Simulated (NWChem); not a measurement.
BiH3Te; SMILES [TeH][BiH2]

def2 effective core potentials on Te, Bi; no spin-orbit coupling.

**Question.** Give the equilibrium geometry at PBE0/def2-SVP with def2 effective core potentials on Te, Bi (NWChem) as a list of bonds and angles, with the point group.

**Answer.** point group C1; any orientation.
Bond lengths (Å): Bi1–H2 1.799, Bi1–H3 1.799, Bi1–Te4 2.866, Te4–H5 1.665. Angles (°): H2–Bi1–H3 89.4, H2–Bi1–Te4 92.8, H3–Bi1–Te4 93.0, Bi1–Te4–H5 89.9.
